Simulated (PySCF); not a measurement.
# Ionisation energy of Se²⁺ by level of theory

Se²⁺ [Ar] 3d10 4s2 4p2 (3P) → Se³⁺ [Ar] 3d10 4s2 4p1 (2P), as a difference of total energies. Calculation: PySCF 2.14, in cc-pVTZ-DK (6s5p3d1f, 43 functions); scalar relativity by spin-free X2C-1e. Correlated levels: valence: [Ar] 3d10 frozen. The calculations carry no spin-orbit coupling.

```json
{"method": "UHF", "ionisation energy (eV)": "31.001", "difference from reference (eV)": "-0.696"}
{"method": "TPSS", "ionisation energy (eV)": "31.627", "difference from reference (eV)": "-0.070"}
{"method": "r2SCAN", "ionisation energy (eV)": "31.827", "difference from reference (eV)": "+0.130"}
{"method": "MP2 (valence)", "ionisation energy (eV)": "31.389", "difference from reference (eV)": "-0.308"}
{"method": "SCS-MP2 (valence)", "ionisation energy (eV)": "31.313", "difference from reference (eV)": "-0.384"}
{"method": "CCSD (valence)", "ionisation energy (eV)": "31.424", "difference from reference (eV)": "-0.273"}
{"method": "CCSD(T) (valence)", "ionisation energy (eV)": "31.446", "difference from reference (eV)": "-0.251"}
```

Reference: 31.697 ± 0.019 eV (measured; NIST Atomic Spectra Database, ionization energies).

The reference lies between the lowest fine-structure levels, while these numbers refer to the centres of the terms.

Errors of the correlated levels include the incompleteness of this basis and the frozen core.
